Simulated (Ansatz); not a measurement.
CH5NSi, SMILES `C[Si]N` (excited triplet) (charge 0, multiplicity 3). This triplet is an excited state, 1.90 eV above the relaxed singlet at the level frozen-core CCSD(T)/cc-pVTZ // B3LYP-D3(BJ)/def2-TZVP (Ansatz, a quantum-chemistry and plane-wave program).

Cartesian coordinates (Å):
```xyz
8

C      1.3749    -0.0389     0.1817
Si    -0.1951    -0.5143    -0.7970
N     -1.6960     0.0844    -0.1702
H      1.4896     1.0463     0.2032
H      2.2471    -0.4782    -0.3021
H      1.3068    -0.4171     1.2032
H     -2.3448    -0.5284     0.3013
H     -2.1824     0.8461    -0.6202
```
Charge 0, spin multiplicity 3.

Frozen-core energies in 6-31g from Ansatz at a geometry from B3LYP-D3(BJ)/def2-TZVP; the HF reference has <S^2> = 2.01 and the T1 diagnostic is 0.016.

```json
[
 {"level": "HF", "energy (Ha)": "-384.02988", "difference from CCSDT(Q) (mHa)": "271.81"},
 {"level": "MP2", "energy (Ha)": "-384.26502", "difference from CCSDT(Q) (mHa)": "36.67"},
 {"level": "CCSD", "energy (Ha)": "-384.29511", "difference from CCSDT(Q) (mHa)": "6.58"},
 {"level": "CCSD(T)", "energy (Ha)": "-384.30049", "difference from CCSDT(Q) (mHa)": "1.20"},
 {"level": "CCSDT", "energy (Ha)": "-384.30109", "difference from CCSDT(Q) (mHa)": "0.59"},
 {"level": "CCSDT(Q)", "energy (Ha)": "-384.30169", "difference from CCSDT(Q) (mHa)": "0.00"}
]
```
